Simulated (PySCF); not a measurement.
## Ionisation energy of F⁺ by level of theory

F⁺ [He] 2s2 2p4 (3P) → F²⁺ [He] 2s2 2p3 (4S), as a difference of total energies. All numbers are calculated (PySCF 2.14, scalar relativity by spin-free X2C-1e, in cc-pVDZ-DK). Correlated levels: valence: 1s2 frozen. The calculations carry no spin-orbit coupling.

```csv
method,ionisation energy (eV),error (eV)
UHF,33.395,-1.555
BP86,35.631,+0.681
TPSS,35.487,+0.537
MP2 (valence),34.213,-0.737
SCS-MP2 (valence),34.216,-0.734
CCSD (valence),34.219,-0.731
CCSD(T) (valence),34.230,-0.720
```

Reference: 34.950 eV (measured; NIST levels, between the centres of gravity of the two terms).

Errors of the correlated levels include the incompleteness of this basis and the frozen core.
